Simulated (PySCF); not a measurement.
CH₃Se, SMILES C[Se], multiplicity 2. Atoms are numbered in the order given.

```xyz
5

C     -1.5024     0.0068     0.0000
Se     0.4295     0.0007     0.0000
H     -1.8869     0.4872     0.8980
H     -1.8869     0.4872    -0.8980
H     -1.8160    -1.0404     0.0000
```
Charge 0, spin multiplicity 2.

The structure is a stationary point at ωB97X-D3(BJ)/def2-TZVP. The isomer is the one that the SMILES or the coordinates give; other isomers of the formula were not compared.

All values below come from TDA-CAM-B3LYP/def2-TZVPD (PySCF).

Vertical excitations. 

```tsv
state	energy (eV)	λ (nm)	f	main pairs
root 1	0.06	21185	0.000	β HOMO→LUMO 99 %
root 2	3.63	341	0.003	β HOMO−1→LUMO 98 %
root 3	4.77	260	0.000	α HOMO→LUMO 27 %, α HOMO→LUMO+5 5 %, β HOMO→LUMO+1 45 %, β HOMO→LUMO+6 11 %
root 4	5.32	233	0.000	α HOMO→LUMO 51 %, β HOMO→LUMO+1 34 %
root 5	5.67	219	0.019	α HOMO→LUMO+1 8 %, β HOMO→LUMO+2 81 %
root 6	6.00	207	0.069	α HOMO→LUMO+1 82 %, β HOMO→LUMO+2 9 %
root 7	6.16	201	0.000	α HOMO−1→LUMO 77 %
root 8	6.47	191	0.000	β HOMO→LUMO+3 98 %
root 9	6.50	191	0.009	α HOMO→LUMO+3 6 %, β HOMO→LUMO+4 92 %
root 10	6.74	184	0.000	α HOMO→LUMO+2 98 %
```
Unrestricted roots are not spin-pure.
